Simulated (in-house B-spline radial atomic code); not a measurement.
A calculation on neutral praseodymium: its settings, and results tabulated from the run. Computed with a radial B-spline atomic code at the basis-set limit: Dirac-Hartree-Fock, average of configuration, Fermi nucleus of rms radius 4.8919 fm, inside a hard spherical wall at 9.1 bohr.

Command:
```bash
python run_scf.py task.json out
```
Settings (nuclear radius in fm, mass in u):
```
Z                59
configuration    [Xe] 4f3 6s2
hamiltonian      dirac
method           hf
spin_polarised   False
nucleus          fermi
rms_radius       4.8919
atomic_mass      140.90766
speed_of_light   137.035999084
wall_radius      9.1
```

Output (hartree, bohr):
```
 radial grid: 65 intervals, B-splines of order 8, outer radius 9.1 bohr

 iter        energy (Eh)    residual
    1       -9228.927642    6.11e-01
    2       -9232.008369    4.19e-01
    3       -9237.805212    8.10e-02
    4       -9238.103317    2.28e-02
    5       -9238.132755    3.38e-03
    6       -9238.134863    3.94e-03
    7       -9238.135382    1.62e-03
    8       -9238.135508    5.05e-04
    9       -9238.135520    3.47e-05
   10       -9238.135520    1.47e-05
   11       -9238.135520    1.73e-06
   12       -9238.135520    4.98e-08

 total energy                     -9238.13552
 kinetic                            9935.4849
 electron-nucleus                 -22547.9404
 electron-electron                  3374.3200

 first-order corrections (not in the total)
   Gaunt                             8.7541
   retardation                      -0.9139
   frequency dependence             -0.1032
   self-energy                       6.0368
   Uehling                          -0.9036
   Wichmann-Kroll                    0.0249

 orbital      occ     eigenvalue          <r>       <r^2>       <1/r>       <r^4>     <1/r^3>       r_max    small
 1s1/2      2.000     -1551.9026    0.0240892 0.000789365     64.6853 1.64682e-06           -     0.01541  4.78e-02
 2s1/2      2.000      -253.6623     0.102463   0.0124513     15.3011 0.000268696           -     0.08731  1.04e-02
 2p1/2      2.000      -239.1011    0.0861433  0.00915242     15.2415 0.000169935           -     0.06659  1.04e-02
 2p3/2      4.000      -221.3225    0.0924077   0.0104016     13.7632  0.00021331     7491.13      0.0719  9.79e-03
 3s1/2      2.000       -56.4275     0.270846   0.0839559     5.55144   0.0106899           -      0.2486  3.24e-03
 3p1/2      2.000       -50.2100      0.26101   0.0791806     5.45335  0.00995944           -      0.2359  3.17e-03
 3p3/2      4.000       -46.6062     0.273027   0.0864447     5.08726    0.011811     1539.37      0.2472  3.00e-03
 3d3/2      4.000       -35.8975     0.244612   0.0705181      4.9407  0.00893703     252.052      0.1986  2.86e-03
 3d5/2      6.000       -35.1315     0.248396   0.0725779     4.84767  0.00942138     228.707      0.2018  2.81e-03
 4s1/2      2.000       -11.9433     0.622419    0.436685     2.27535    0.276857           -      0.5788  9.74e-04
 4p1/2      2.000        -9.5343     0.641345    0.467327     2.16776    0.326417           -      0.5882  9.05e-04
 4p3/2      4.000        -8.7534     0.667445    0.505983     2.05367    0.382745     322.041      0.6118  8.53e-04
 4d3/2      4.000        -4.7345      0.72344    0.606792     1.82602    0.602767     43.5402      0.6323  6.99e-04
 4d5/2      6.000        -4.5956     0.733407    0.623445      1.7958    0.636273     39.0777      0.6406  6.83e-04
 5s1/2      2.000        -1.7785       1.5316     2.63518     0.85651     10.2929           -       1.367  1.93e-04
 5p1/2      2.000        -1.0498      1.72658     3.38218    0.754197     17.8272           -       1.498  1.53e-04
 5p3/2      4.000        -0.9399      1.81329     3.73389    0.712819     21.8715     40.0786       1.567  1.39e-04
 4f5/2      1.286        -0.3083      1.08938     1.58182     1.22741     7.46329     4.47273      0.6987  3.50e-04
 4f7/2      1.714        -0.2970      1.10229     1.62387     1.21531     7.94364     4.34235      0.7042  3.44e-04
 6s1/2      2.000        -0.1565      4.44044     21.6904    0.272765      637.39           -       4.004  2.00e-05
```

Time taken, with all properties: 1.6 s on 1 thread of Arm Neoverse V1, on a shared host.

For the Dirac Hamiltonian the kinetic term is c α·p + (β - 1)c².
